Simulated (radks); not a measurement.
F-, 10 electrons, occupied as [Ne].

Calculated with a radial shooting solver on a logarithmic mesh with Libxc functionals: non-relativistic Kohn-Sham, LDA (Slater exchange, VWN5 correlation), spin-polarised, spherical densities, point nucleus; Watson sphere of charge +1 and radius 3 bohr.

Energy parts (eV; the electron-nucleus part includes the sphere):
total: -2791.351
kinetic: 2690.838
electron-nucleus: -6694.033
Hartree: 1484.189
exchange-correlation: -272.344

Orbitals (lengths in bohr, moments of r in powers of bohr; <r^-3> diverges for s and p1/2; r(90%) holds 90 % of the orbital's charge):
| orbital | occ. | eigenvalue (eV) | <r^-3> | <1/r> | <r> | r(90%) |
|---|---|---|---|---|---|---|
| 1s | 2 | -651.8221 | - | 8.571 | 0.1775 | 0.318 |
| 2s | 2 | -24.6188 | - | 1.413 | 1.046 | 1.71 |
| 2p | 6 | -6.8271 | 6.721 | 1.166 | 1.276 | 2.37 |

The highest occupied level is 2p at -6.827 eV. Summed over all electrons, <r^2> = 16.64 bohr^2, which gives a Langevin (diamagnetic) susceptibility term of -13.2 x 10^-6 cm^3/mol. The density falls to 0.001 e/bohr^3 at r = 3.61 bohr.
